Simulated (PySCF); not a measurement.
**Electron correlation in Ga (gallium, neutral)**

[Ar] 3d10 4s1 4p2, high-spin 4P determinant (an excited configuration). All numbers are calculated (PySCF 2.14, the spin-free X2C one-electron Hamiltonian (Gaussian nucleus), in x2c-TZVPPall with one added diffuse shell each of s, p, d type (7s6p5d1f, 57 functions)). Frozen: [Ne]; 21 electrons correlated.

MP2 pair energies summed by pair of shells (mhartree):

| pair | energy | share (%) |
| --- | --- | --- |
| 3d-3d | -127.14 | 41.7 |
| 3p-3d | -88.12 | 28.9 |
| 3s-3d | -22.29 | 7.3 |
| 3p-3p | -22.25 | 7.3 |
| 3s-3p | -11.96 | 3.9 |
| 3d-4p | -11.89 | 3.9 |
| 3d-4s | -8.39 | 2.7 |
| 4p-4p | -4.47 | 1.5 |
| 4s-4p | -3.69 | 1.2 |
| 3s-3s | -1.58 | 0.5 |
| 3p-4s | -1.56 | 0.5 |
| 3p-4p | -1.41 | 0.5 |
| 3s-4p | -0.25 | 0.1 |
| 3s-4s | -0.18 | 0.1 |

Total MP2 correlation energy: -305.17 mhartree.

Same-spin part -111.99 and opposite-spin part -193.18 mhartree; SCS-MP2 scales them by 1/3 and 6/5 to -269.14 mhartree.

This basis was not built for core-valence correlation, so the inner-shell part is incomplete.
